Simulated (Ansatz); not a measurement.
`C=C[SiH](O)Cl` → ethylene + `O[Si]Cl` at 500 K and 1 bar (silylene formation by 1,1-elimination).

Isolated molecules relaxed with PBE0-D4/def2-TZVP in Ansatz; ΔE leaves out vibrations. CCSD(T)/CBS adds triple-zeta CCSD(T) − MP2 to the extrapolated MP2 energy (def2 sets, frozen cores). This one scheme is used for every species. Each species was taken in one conformer, which may not be the lowest.

```
        species  CCSD(T)/CBS energy (Eh)  H − E (kJ/mol)  S (J/(mol·K))
`C=C[SiH](O)Cl`               -903.23363           223.7          411.2
          `C=C`                -78.48111           155.1          245.3
      `O[Si]Cl`               -824.69782            65.7          310.9
```

H − E and S are ideal-gas, rigid-rotor, harmonic terms from PBE0-D4/def2-TZVP, for one conformer and one mirror image of each species. 1 Eh = 2625.50 kJ/mol, R = 8.31446 J/(mol·K).

Q: By hand: ΔE, ΔH, ΔS and ΔG.

A: ΔE = (-78.48111) + (-824.69782) − (-903.23363) = 0.05470 Eh = 143.6 kJ/mol. Δ(H − E) = 155.1 + 65.7 − 223.7 = -2.9, so ΔH = 140.7 kJ/mol. ΔS = 245.3 + 310.9 − 411.2 = 145.0 J/(mol·K). ΔG = 140.7 − 500 × (145.0)/1000 = 68.2 kJ/mol.

Q: By hand: the equilibrium constant, and the temperature at which ΔG would vanish if ΔH and ΔS stayed fixed.

A: log₁₀ K = −ΔG/(RT ln 10) = -7.1. ΔG = 0 at ΔH/ΔS = 970 K.

The number of gas molecules changes by +1, which sets the sign of ΔS. A doubt of 5 kJ/mol in ΔE shifts log₁₀ K by 0.5 here. Other conformers and mirror images would add mixing entropy, several J/(mol·K) or more a flexible species. These are equilibria of isolated gas molecules and say nothing of rates. Largest T1 diagnostic: 0.014 (customary marks: 0.02 for closed shells, 0.045 for open ones).
